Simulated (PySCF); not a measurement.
**Krypton: a sound run and one with changed settings**

Sound run: Kr²⁺ [Ar] 3d10 4s2 4p4, Kr³⁺ [Ar] 3d10 4s2 4p3. All numbers are calculated (PySCF 2.14, scalar relativity by spin-free X2C-1e, in Sapporo-DKH3-DZP-2012 (6s5p3d1f, 43 functions)). In the sound run the correlated levels freeze [Ar] 3d10. The sound run starts from symmetry-adapted Hartree-Fock orbitals and uses a fine grid where one is needed.

Changed run: basis STO-3G, all-electron and non-relativistic. This setting is unsound on purpose.

| species | method | sound run (hartree) | changed run (hartree) | converged |
| --- | --- | --- | --- | --- |
| Kr²⁺ | UHF | -2786.77248 | -2721.45462 | yes |
| Kr²⁺ | BP86 | -2788.89467 | -2722.91453 | yes |
| Kr²⁺ | TPSS | -2788.45116 | -2722.63055 | yes |
| Kr²⁺ | MP2 | -2786.85048 | -2721.45462 | yes |
| Kr³⁺ | UHF | -2785.50708 | -2720.16316 | yes |
| Kr³⁺ | BP86 | -2787.57713 | -2721.56503 | yes |
| Kr³⁺ | TPSS | -2787.13920 | -2721.28655 | yes |
| Kr³⁺ | MP2 | -2785.56927 | -2720.16316 | yes |

Ionisation energy of Kr²⁺:

| method | sound run (eV) | changed run (eV) |
| --- | --- | --- |
| UHF | 34.433 | 35.142 |
| BP86 | 35.852 | 36.722 |
| TPSS | 35.700 | 36.572 |
| MP2 | 34.863 | 35.142 |
| SCS-MP2 | 34.880 | 35.142 |

A minimal basis cannot let orbitals breathe on ionisation and holds almost no correlation. The Hamiltonian changed with the basis, so the totals do not compare.

For comparison, NIST gives 35.838 ± 0.02 eV between the lowest levels.
